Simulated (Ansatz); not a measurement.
Harmonic frequencies (cm⁻¹) at PBE0-D4/def2-TZVP from Ansatz: 96, 164, 181, 208, 267, 270, 307, 376, 457, 503, 518, 581, 809, 912, 1084, 1093, 1123, 1161, 1198, 1269, 1294, 1383, 1413, 1452, 1472, 1482, 1484, 1501, 1512, 1836, 1861, 2945, 2956, 2964, 2996, 3043, 3105, 3113, 3128.

Each molecule was computed in one conformer, which needn't be the lowest.

**Question.** Which molecule is it?
A. `C[N](C)[In]([NH2])[NH2]`
B. `[F][In]([F])[O]CC(F)(F)F`
C. `CC[N](C)[InH2]`
D. `[SiH3][N]([SiH3])[In]([Cl])[Cl]`

**Answer.** C.
